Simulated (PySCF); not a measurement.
Cl2Sc, charge +1. Atoms are numbered in the order given.

```xyz
3

Sc     0.0000     0.0000     0.7329
Cl     0.0000    -1.8484    -0.4526
Cl     0.0000     1.8484    -0.4526
```
Charge +1, spin multiplicity 1.

The structure is a stationary point at B3LYP-D3(BJ)/def2-TZVP. The spin state was assumed, not searched. The isomer is the one that the SMILES or the coordinates give; other isomers of the formula were not compared.

Method: HF/pcSseg-2 in PySCF.

GIAO shieldings, no solvent; atoms alike by connectivity are averaged. δ = σ(ref) − σ: ³⁵Cl against HCl (σ = 947.2 ppm), references at their B3LYP-D3(BJ)/def2-TZVP geometries, non-relativistic (without spin–orbit terms, shifts of atoms bonded to Cl or Br come out too high).

Computed chemical shifts:
```json
[
 {"nucleus": "³⁵Cl", "atoms": "Cl2, Cl3", "count": "2", "δ (ppm)": "656.1"}
]
```
